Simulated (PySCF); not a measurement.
## InH₂⁺: map over both bonds

Method: PBE0 in PySCF with In def2-TZVP with ECP28, H def2-TZVP; scalar-relativistic core potentials, no spin–orbit coupling; density-fitted integrals.

Rigid scan from the singlet minimum (In–H 1.666 Å (×2); H–In–H 180.0°). Coordinate: rows scale the first bond (In–H), columns the second (In–H). Energies in kJ/mol from the minimum.

```csv
scale \ scale,0.94,0.97,1.00,1.04,1.09,1.15
0.94,?,9.9,8.2,11.4,22.1,41.8
0.97,9.9,3.7,?,5.0,15.5,35.0
1.00,?,1.9,0.0,2.9,13.2,32.4
1.04,?,?,2.9,5.6,15.6,34.4
1.09,22.1,15.5,13.2,15.6,25.2,43.6
1.15,41.8,35.0,32.4,34.4,43.6,61.3
```

(1) Fill in the five missing cells, row by row.

Results:

(1) 16.0, 1.9, 8.2, 11.4, 5.0.

Other isomers or separated fragments may lie lower.
